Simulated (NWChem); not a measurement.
Molecule: CH$_{4}$BFOS; SMILES COB(F)S

```xyz
9

B      0.5575    -0.1349     0.0000
F      1.7460    -0.7274     0.0000
O      0.5249     1.2063     0.0000
C     -0.6693     1.9469     0.0000
H     -1.2765     1.7314    -0.8952
H     -1.2765     1.7314     0.8952
H     -0.4112     3.0145     0.0000
S     -0.9629    -1.1415     0.0000
H     -0.3131    -2.3234     0.0000
```
Atoms are numbered in this order, from 1.

All runs: NWChem. Structure relaxed at the PBE0/def2-SVP level. Total energies compare along this basis series because the functional is fixed.

```json
[
 {"level": "PBE/pcseg-1", "basis functions": "94", "energy (Ha)": "-638.2507", "highest occupied level (eV)": "-6.69", "orbital gap (eV)": "6.19", "dipole (D)": "1.43"},
 {"level": "PBE/aug-pcseg-1", "basis functions": "155", "energy (Ha)": "-638.2650", "highest occupied level (eV)": "-6.72", "orbital gap (eV)": "5.85", "dipole (D)": "1.49"},
 {"level": "PBE/pcseg-2", "basis functions": "210", "energy (Ha)": "-638.4347", "highest occupied level (eV)": "-6.72", "orbital gap (eV)": "6.03", "dipole (D)": "1.50"},
 {"level": "PBE/STO-3G", "basis functions": "33", "energy (Ha)": "-630.6132", "highest occupied level (eV)": "-2.55", "orbital gap (eV)": "6.47", "dipole (D)": "0.55"},
 {"level": "PBE/def2-SVP", "basis functions": "94", "energy (Ha)": "-638.0046", "highest occupied level (eV)": "-6.45", "orbital gap (eV)": "6.31", "dipole (D)": "1.40"}
]
```
